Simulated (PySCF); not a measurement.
Compound: CF3CH2CF3, C₃H₂F₆.
Atom-mapped SMILES: `[F:1][C:2]([F:3])([F:4])[CH2:5][C:6]([F:7])([F:8])[F:9]` (hydrogens: H10, H11 on C5)

All values: wB97X-D/pcSseg-2 (PySCF, non-relativistic), on one gas-phase PBE0-D3(BJ)/def2-TZVP geometry that isn't relaxed in the solvent. The solvent is an IEF-PCM continuum (cavity from Bondi-type radii × 1.2). Only the electrostatic response of the medium enters.

Gas phase at wB97X-D/pcSseg-2: HOMO -13.20 eV, LUMO 2.36 eV, dipole 1.98 D.

**Question.** What does the continuum do to the energy, the frontier levels and the dipole at wB97X-D/pcSseg-2 in chloroform?

**Answer.** 
| solvent | ε | E(solvent) − E(gas) (kcal/mol) | polarisation term (kcal/mol) | distortion of the solute (kcal/mol) | HOMO (eV) | LUMO (eV) | dipole (D) |
| --- | --- | --- | --- | --- | --- | --- | --- |
| chloroform | 4.711 | -3.09 | -3.41 | 0.32 | -13.01 | 2.82 | 2.36 |

The polarisation term is half the interaction of the solute with the surface charges that it induces; the rest is the cost of distorting the solute's density. The sum is the electrostatic part of solvation alone.

**Question.** Which radius a makes the point-dipole formula ΔE = −[(ε − 1)/(2ε + 1)]·μ²/a³ give the value in chloroform, with the gas-phase dipole?

**Answer.** μ = 0.777 au and |ΔE| = 0.00493 Eh give a = 1.86 Å; the farthest nucleus lies 2.41 Å from the centroid of the nuclei, so such a sphere wouldn't even hold the nuclei. The formula assumes a rigid point dipole at the centre of a sphere.

Hardware: an Arm Neoverse V2 with one thread, shared host with 32 logical CPUs at a one-minute load of 43. Cost: 85 s of wall time, 1.7 GiB resident at most. This is the whole shielding run at wB97X-D/pcSseg-2 in chloroform, SCF included.

Conformer computed: `[F:1][C:2]([F:3])([F:4])[CH2:5][C:6]([F:7])([F:8])[F:9]`: F1–C2–C5–C6 179°, C2–C5–C6–F7 61°.

wB97X-D is run here without its empirical dispersion term; that term would change no orbital, density or response property at a fixed geometry.
